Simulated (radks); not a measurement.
The praseodymium ion Pr5+ is in [Xe]. Method: Dirac Kohn-Sham, relativistic LDA (MacDonald-Vosko exchange, VWN5 correlation), spin-unpolarised, spherical densities, finite nucleus; Fermi nuclear charge, rms radius of each element as measured or else 0.836 A^(1/3) + 0.57 fm; computed with a radial shooting solver on a logarithmic mesh with Libxc functionals. Sub-shells are occupied by j as written (lower j first in brackets). One electron is removed from 5s1/2, 5p3/2, 5p1/2, 4d5/2 in turn, with full relaxation. Which removal costs least, and what does each cost?

Answer. 5p3/2 82.690 eV; 5p1/2 86.857 eV; 5s1/2 105.24 eV; 4d5/2 194.72 eV. The 5p3/2 electron leaves first.
